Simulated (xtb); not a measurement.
C₃H₈ClSi (SMILES [CH2][Si](C)(C)Cl), doublet, from a rough starting geometry; xtb with GFN2-xTB.

The xtb input:
```
$ xtb mol.xyz --gfn 2 --uhf 1 --opt vtight --json

# file mol.xyz
13

C     -0.57443741     1.82866593    -0.09301489
Si     0.02740924     0.09650478     0.40118523
C      1.67703566    -0.32295986    -0.52394539
C     -1.30932706    -1.16596114     0.12013823
Cl     0.47452291     0.16297005     2.42205277
H      0.05938734     2.76118378    -0.12146084
H     -1.61855506     2.04318849    -0.31222582
H      2.38101287     0.51977167    -0.49958023
H      2.09634944    -1.17721901    -0.04936425
H      1.44077833    -0.57313903    -1.60820222
H     -0.96769438    -2.14968480     0.50489526
H     -2.21351769    -0.83582961     0.64309080
H     -1.52028631    -1.24133997    -0.95726012
```

Task: Predict the main parts of the log of this xtb run.

Result: 
```
   ID    Z sym.   atoms
    1    6 C      1, 3, 4
    2   14 Si     2
    3   17 Cl     5
    4    1 H      6-13

           -------------------------------------------------
          |                Calculation Setup                |
           -------------------------------------------------

           -------------------------------------------------
          |                 G F N 2 - x T B                 |
           -------------------------------------------------

          ...................................................
          :                      SETUP                      :
          :.................................................:
          :  # basis functions                  40          :
          :  # atomic orbitals                  38          :
          :  # shells                           20          :
          :  # electrons                        31          :
          :  max. iterations                   250          :
          :  Hamiltonian                  GFN2-xTB          :
          :  restarted?                      false          :
          :  GBSA solvation                  false          :
          :  PC potential                    false          :
          :  electronic temp.          300.0000000     K    :
          :  accuracy                    1.0000000          :
          :  -> integral cutoff          0.2500000E+02      :
          :  -> integral neglect         0.1000000E-07      :
          :  -> SCF convergence          0.1000000E-05 Eh   :
          :  -> wf. convergence          0.1000000E-03 e    :
          :  Broyden damping             0.4000000          :
          :  net charge                          0          :
          :  unpaired electrons                  1          :
          ...................................................

 iter      E             dE          RMSdq      gap      omega  full diag
   1    -16.7858441 -0.167858E+02  0.498E+00    5.67       0.0  T
   2    -16.8592046 -0.733605E-01  0.258E+00    4.77       1.0  T
   3    -16.8576132  0.159140E-02  0.165E+00    5.92       1.0  T
   4    -16.8796865 -0.220733E-01  0.598E-01    5.12       1.0  T
   5    -16.8812587 -0.157219E-02  0.296E-01    5.23       1.0  T
   6    -16.8814755 -0.216836E-03  0.971E-02    5.30       1.0  T
   7    -16.8814787 -0.317394E-05  0.471E-02    5.31       1.0  T
   8    -16.8814820 -0.329873E-05  0.240E-02    5.30       1.2  T
[...]
 * total energy  :   -16.7248454 Eh     change       -0.3804229E-05 Eh
 * total energy  :   -16.7248488 Eh     change       -0.3368617E-05 Eh
 * total energy  :   -16.7248550 Eh     change       -0.6215321E-05 Eh
 * total energy  :   -16.7248610 Eh     change       -0.5962360E-05 Eh
 * total energy  :   -16.7248651 Eh     change       -0.4093845E-05 Eh
 * total energy  :   -16.7248660 Eh     change       -0.9284302E-06 Eh
 * total energy  :   -16.7248675 Eh     change       -0.1468285E-05 Eh
 * total energy  :   -16.7248682 Eh     change       -0.7638197E-06 Eh
 * total energy  :   -16.7248686 Eh     change       -0.3753012E-06 Eh
 * total energy  :   -16.7248693 Eh     change       -0.6836709E-06 Eh
 * total energy  :   -16.7248695 Eh     change       -0.2312471E-06 Eh
 * total energy  :   -16.7248696 Eh     change       -0.5284064E-07 Eh
   *** GEOMETRY OPTIMIZATION CONVERGED AFTER 44 ITERATIONS ***
         :: total energy             -16.724869575250 Eh    ::
[...]
    11   1 H        0.925     0.044     2.399     2.422
    12   1 H        0.925     0.039     2.464     2.455
    13   1 H        0.925     0.033     2.539     2.492

 Mol. C6AA /au·bohr⁶  :       2340.912092
 Mol. C8AA /au·bohr⁸  :      77723.189902
 Mol. α(0) /au        :         78.907496

Wiberg/Mayer (AO) data.
largest (>0.10) Wiberg bond orders for each atom

 ---------------------------------------------------------------------------
     #   Z sym  total        # sym  WBO       # sym  WBO       # sym  WBO
 ---------------------------------------------------------------------------
     1   6 C    3.284 --     2 Si   1.106     7 H    0.987     6 H    0.983
     2  14 Si   3.897 --     1 C    1.106     5 Cl   1.012     4 C    0.863
                             3 C    0.863
     3   6 C    3.984 --    10 H    0.993     8 H    0.989     9 H    0.984
                             2 Si   0.863
     4   6 C    3.984 --    13 H    0.993    12 H    0.989    11 H    0.984
                             2 Si   0.863
     5  17 Cl   1.142 --     2 Si   1.012
     6   1 H    0.996 --     1 C    0.983
     7   1 H    0.997 --     1 C    0.987
     8   1 H    0.998 --     3 C    0.989
     9   1 H    0.998 --     3 C    0.984
    10   1 H    0.999 --     3 C    0.993
    11   1 H    0.998 --     4 C    0.984
    12   1 H    0.998 --     4 C    0.989
    13   1 H    0.999 --     4 C    0.993
 ---------------------------------------------------------------------------

Topologies differ in total number of bonds
Writing topology from bond orders to xtbtopo.mol

molecular dipole:
                 x           y           z       tot (Debye)
 q only:       -0.260       0.067      -0.889
   full:       -0.236      -0.076      -0.952       2.500
molecular quadrupole (traceless):
                xx          xy          yy          xz          yz          zz
 q only:        1.687      -0.596       3.310      -1.647      -0.789      -4.997
  q+dip:        1.347      -1.111       4.405      -1.646      -1.041      -5.752
   full:        1.843      -0.605       3.541      -1.804      -0.783      -5.384

optimized geometry written to: xtbopt.xyz

           -------------------------------------------------
          | TOTAL ENERGY              -16.724869575250 Eh   |
          | GRADIENT NORM               0.000073335229 Eh/α |
          | HOMO-LUMO GAP               5.228571506818 eV   |
           -------------------------------------------------

normal termination of xtb
```
